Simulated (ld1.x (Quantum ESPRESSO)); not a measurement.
**Which change was made? (Cl, TM)**

```json
{"Element": "chlorine (Cl)", "Generator": "ld1.x (Quantum ESPRESSO) 7.5", "Type": "norm-conserving Troullier–Martins (Kleinman–Bylander form)", "Functional": "PBE", "Relativity": "fully relativistic", "Frozen core": "[Ne]", "Valence charge": "7", "Reference configuration": "3s2 3p5", "Partial waves": "3s (bound): rc 1.25 bohr; 3p (bound): rc 1.35 bohr", "Local potential": "the p channel", "Core correction": "Bessel-smoothed model core, default radius (core density twice the valence density)"}
```

Open shells are filled in proportion to 2j + 1 (rel_dist='average').

Cutoffs, loose and tight: the cutoffs (Ry, on a coarse ladder) from which the occupation-weighted sum of valence levels, in a spherical-Bessel basis at the reference potential, stays within 10 and 1 mRy of its value at 400 Ry. They do not see the model core or the augmentation charge, which bear on the density cutoff. Test errors are all-electron minus pseudo excitation energies from the reference, over the configurations 3s2 3p4; 3s2 3p3; 3s2 3p2; 3s2 3p1; 3s2 3p4.5; 3s1 3p6; 3s2 3p5.3; variants that change the core or the reference have their own tests.

The base gives: outcome: generated; cutoff, loose: 50 Ry; cutoff, tight: 80 Ry; bound ghosts: none; largest test error (meV): +200.

(1) After one change the result is: outcome: generated; cutoff, loose: 35 Ry; cutoff, tight: 70 Ry; bound ghosts: none; largest test error (meV): +196. Which change was it?
A. type ultrasoft; waves now 3s (bound): rcut 1.10, rcutus 1.25 bohr; 3s channel at -0.55 Ry: rcut 1.10, rcutus 1.25 bohr; 3p (bound): rcut 1.15, rcutus 1.35 bohr; 3p channel at 2.25 Ry: rcut 1.15, rcutus 1.35 bohr; local potential all-electron potential smoothed inside 0.95 bohr (lloc = -1); augmentation PSQ, inside the norm-conserving radii
B. local potential all-electron potential smoothed inside 0.95 bohr (lloc = -1)
C. reference 3s1 3p6
D. wave 3p (bound): rc 1.35 bohr becomes 3p (bound): rc 0.98 bohr

## Answers

(1) C. The others give: type ultrasoft; waves now 3s (bound): rcut 1.10, rcutus 1.25 bohr; 3s channel at -0.55 Ry: rcut 1.10, rcutus 1.25 bohr; 3p (bound): rcut 1.15, rcutus 1.35 bohr; 3p channel at 2.25 Ry: rcut 1.15, rcutus 1.35 bohr; local potential all-electron potential smoothed inside 0.95 bohr (lloc = -1); augmentation PSQ, inside the norm-conserving radii → outcome: generated; cutoff, loose: 25 Ry; cutoff, tight: 50 Ry; bound ghosts: none; largest test error (meV): +23 | local potential all-electron potential smoothed inside 0.95 bohr (lloc = -1) → outcome: generated; cutoff, loose: 45 Ry; cutoff, tight: 80 Ry; bound ghosts: none; largest test error (meV): +293 | wave 3p (bound): rc 1.35 bohr becomes 3p (bound): rc 0.98 bohr → outcome: generated; cutoff, loose: 120 Ry; cutoff, tight: 200 Ry; bound ghosts: none; largest test error (meV): +219.
